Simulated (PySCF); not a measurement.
Sb (SMILES [Sb+]), charge +1, triplet (core potentials on Sb); PySCF with WB97X/def2-SVP.

The PySCF input:
```python
from pyscf import gto, scf, dft

mol = gto.M(
    atom='''
Sb    0.000000    0.000000    0.000000
''',
    basis='def2-svp',
    ecp={'Sb': 'def2-svp'},
    charge=1,
    spin=2,
    verbose=4,
)

mf = dft.UKS(mol)
mf.xc = 'wb97x'
mf.kernel()
```

Predict the main parts of the log of this PySCF run.


```
PySCF version 2.14.0

[INPUT] verbose = 4
[INPUT] num. atoms = 1
[INPUT] num. electrons = 22
[INPUT] charge = 1
[INPUT] spin (= nelec alpha-beta = 2S) = 2
[INPUT] symmetry False subgroup None
[INPUT] Mole.unit = angstrom
[INPUT] Symbol           X                Y                Z      unit          X                Y                Z       unit  Magmom
[INPUT]  1 Sb     0.000000000000   0.000000000000   0.000000000000 AA    0.000000000000   0.000000000000   0.000000000000 Bohr   0.0

nuclear repulsion = 0
number of shells = 10
number of NR pGTOs = 61
number of NR cGTOs = 26
basis = def2-svp
ecp = {'Sb': 'def2-svp'}

******** <class 'pyscf.dft.uks.UKS'> ********
method = UKS
initial guess = minao
damping factor = 0
level_shift factor = 0
DIIS = <class 'pyscf.scf.diis.CDIIS'>
diis_start_cycle = 1
diis_space = 8
diis_damp = 0
SCF conv_tol = 1e-09
SCF conv_tol_grad = None
SCF max_cycles = 50
direct_scf = True
direct_scf_tol = 1e-13
number electrons alpha = 12  beta = 10
XC library pyscf.dft.libxc version 7.1.2
    S. Lehtola, C. Steigemann, M. J. T. Oliveira, and M. A. L. Marques,  SoftwareX 7, 1–5 (2018)
XC functionals = wb97x
    J.-D. Chai and M. Head-Gordon,  J. Chem. Phys. 128, 084106 (2008)
radial grids:
    Treutler-Ahlrichs [JCP 102, 346 (1995); DOI:10.1063/1.469408] (M4) radial grids

becke partition: Becke, JCP 88, 2547 (1988); DOI:10.1063/1.454033
pruning grids: <function nwchem_prune>
grids dens level: 3
symmetrized grids: False
atomic radii adjust function: <function treutler_atomic_radii_adjust>
small_rho_cutoff = 0
Set gradient conv threshold to 3.16228e-05
tot grids = 21960
init E= -214.862887978807

cycle= 1 E= -239.585027401172  delta_E= -24.7  |g|=  1.1  |ddm|= 6.48
cycle= 2 E= -239.893414744445  delta_E= -0.308  |g|= 0.33  |ddm|= 1.71
cycle= 3 E= -239.914363057554  delta_E= -0.0209  |g|= 0.0105  |ddm|= 0.194
cycle= 4 E= -239.91452419363  delta_E= -0.000161  |g|= 0.00242  |ddm|= 0.0513
cycle= 5 E= -239.914528851755  delta_E= -4.66e-06  |g|= 0.000351  |ddm|= 0.00606
cycle= 6 E= -239.914528914509  delta_E= -6.28e-08  |g|= 4.15e-05  |ddm|= 0.000774
cycle= 7 E= -239.914528917488  delta_E= -2.98e-09  |g|= 2.79e-06  |ddm|= 0.000315
cycle= 8 E= -239.9145289175  delta_E= -1.21e-11  |g|= 2.41e-07  |ddm|= 2.15e-05
Extra cycle  E= -239.9145289175  delta_E= 5.68e-14  |g|= 5.99e-08  |ddm|= 1.23e-06
converged SCF energy = -239.9145289175  <S^2> = 2.0018741  2S+1 = 3.0012492
```
